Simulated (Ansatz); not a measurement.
F6Si2, triplet, at the geometry of the source list (a higher spin typed on purpose: for a closed-shell molecule this is an excited state); PBE/6-311G** run with Ansatz (a first-principles code).

Here is a job for Ansatz.
Ansatz 0.2 input:
```yaml
crystal:
  periodic: [false, false, false]
  atoms:
    - {symbol: F, position_ang: [1.90460000, -0.27700000, -1.23620000]}
    - {symbol: Si, position_ang: [1.11560000, -0.06470000, 0.11950000]}
    - {symbol: F, position_ang: [1.77810000, 1.22330000, 0.75800000]}
    - {symbol: F, position_ang: [1.60380000, -1.25280000, 1.04440000]}
    - {symbol: Si, position_ang: [-1.11560000, 0.06470000, -0.11950000]}
    - {symbol: F, position_ang: [-1.60380000, 1.25280000, -1.04440000]}
    - {symbol: F, position_ang: [-1.77810000, -1.22330000, -0.75800000]}
    - {symbol: F, position_ang: [-1.90460000, 0.27700000, 1.23620000]}
basis:
  gaussian:
    orbitals: 6-311G__.json
    symmetry_tolerance_ang: 0.01
hamiltonian:
  xc: pbe
magnetization: {spin_polarized: true, initial_magnetization: 2}
```
The basis file holds 6-311G** in the JSON format of the Basis Set Exchange.

Write the output that Ansatz gives for this input, abridged.


```
Functional definition: PBE
1364 factors; their error is unknown
mean field evaluation 1: about -32034.2552 eV, gradient 5.2e1 eV
mean field evaluation 2: about -32002.1380 eV, gradient 1.1e2 eV
mean field evaluation 4: about -32041.1006 eV, gradient 4.5e0 eV
mean field evaluation 8: about -32041.1896 eV, gradient 2.7e-1 eV
mean field evaluation 16: about -32041.1679 eV, gradient 2.6e-3 eV
mean field evaluation 32: about -32034.2552 eV, gradient 5.2e1 eV
mean field evaluation 64: about -32039.7215 eV, gradient 2.3e-6 eV
mean field evaluation 96: about -32039.7259 eV, gradient 1.1e-4 eV
mean field evaluation 128: about -32038.6648 eV, gradient 1.2e1 eV
mean field evaluation 160: about -32039.7217 eV, gradient 1.7e-1 eV
mean field -32041.17121082 eV, -1177.4913237118 hartree, gradient 1.8e-6 eV, S^2 2.001737; 16 other end points of the search recorded, 0 dependent functions left out
reference -32041.17126680 eV, -1177.4913257691 hartree; 42, 40 occupied and 120, 122 virtual orbitals, 1364 factors
Total energy: -32041.17126680 eV, -1177.4913257691 hartree
```
